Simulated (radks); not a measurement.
Results of a calculation; reference values are marked as such.
Question: Radial electron density D(r) = 4 pi r^2 rho(r) of an atom or ion with 10 electrons. Code: a radial shooting solver on a logarithmic mesh with Libxc functionals. Model: non-relativistic Kohn-Sham, TPSS, spin-unpolarised, spherical densities, point nucleus; meta-GGA in the generalised Kohn-Sham scheme.

```
   r/bohr * D(r) (the largest magnitude, 10.8, reaches the edge; | marks zero)
 0.006189 |*
 0.007681 | *
 0.009457 |  *
  0.01164 |   *
  0.01445 |     *
  0.01779 |        *
  0.02191 |           *
  0.02719 |                *
  0.03347 |                      *
  0.04121 |                             *
  0.05074 |                                    *
  0.06298 |                                            *
  0.07754 |                                                  *
  0.09547 |                                                      *
   0.1185 |                                                      *
   0.1459 |                                                 *
   0.1796 |                                         *
   0.2229 |                                *
   0.2745 |                          *
   0.3379 |                          *
   0.4194 |                               *
   0.5163 |                                    *
   0.6357 |                                       *
    0.789 |                                    *
   0.9714 |                             *
    1.196 |                    *
    1.484 |           *
    1.828 |     *
     2.25 | *
    2.793 |*
    3.438 *
```

What is the nuclear charge?

Answer: Z = 10. The innermost maximum, from 1s, lies near 1/Z = 0.1 bohr (found: 0.104), and its height grows with Z. The density is that of neutral neon in [Ne]; the configuration itself is not fixed sharply by these data. D(r) has 2 maxima, at r = 0.104, 0.641 bohr, and minima at 0.307 bohr, inside which lie 2.21 electrons.
